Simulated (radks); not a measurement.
Charge is removed step by step from the 5p down level of neutral europium, starting from [Kr] 4d10 4f7 5s2 5p(up 3, down 3) 6s2. All-electron calculation, scalar-relativistic Kohn-Sham, BLYP, spin-polarised, spherical densities, finite nucleus; open shells are filled with parallel spins first (spin-orbit coupling, left out, can overturn this in heavy ions); Fermi nuclear charge, rms radius 5.1115 fm. Program: a radial shooting solver on a logarithmic mesh with Libxc functionals.

removed (e) = 0: E - E(0) (eV) 0.000; eigenvalue (eV) -22.045; E minus straight line (eV) 0.000
removed (e) = 0.1: E - E(0) (eV) 2.248; eigenvalue (eV) -22.968; E minus straight line (eV) -0.440
removed (e) = 0.2: E - E(0) (eV) 4.590; eigenvalue (eV) -23.912; E minus straight line (eV) -0.787
removed (e) = 0.3: E - E(0) (eV) 7.026; eigenvalue (eV) -24.874; E minus straight line (eV) -1.039
removed (e) = 0.4: E - E(0) (eV) 9.560; eigenvalue (eV) -25.852; E minus straight line (eV) -1.193
removed (e) = 0.5: E - E(0) (eV) 12.192; eigenvalue (eV) -26.847; E minus straight line (eV) -1.249
removed (e) = 0.6: E - E(0) (eV) 14.925; eigenvalue (eV) -27.855; E minus straight line (eV) -1.205
removed (e) = 0.7: E - E(0) (eV) 17.759; eigenvalue (eV) -28.877; E minus straight line (eV) -1.059
removed (e) = 0.8: E - E(0) (eV) 20.696; eigenvalue (eV) -29.912; E minus straight line (eV) -0.811
removed (e) = 0.9: E - E(0) (eV) 23.737; eigenvalue (eV) -30.960; E minus straight line (eV) -0.458
removed (e) = 1: E - E(0) (eV) 26.883; eigenvalue (eV) -32.018; E minus straight line (eV) 0.000

Removing the whole electron costs 26.883 eV by Delta-SCF, against 22.045 eV from minus the eigenvalue at the starting occupation. Slater's transition state (half an electron removed) gives 26.847 eV. Integrating minus the eigenvalue over the occupation (Janak's theorem) gives 26.908 eV. In this scalar-relativistic scheme the density is built from large components alone, so the theorem holds only approximately. The mean slope of the eigenvalue, de/dn, is 9.97 eV per electron.
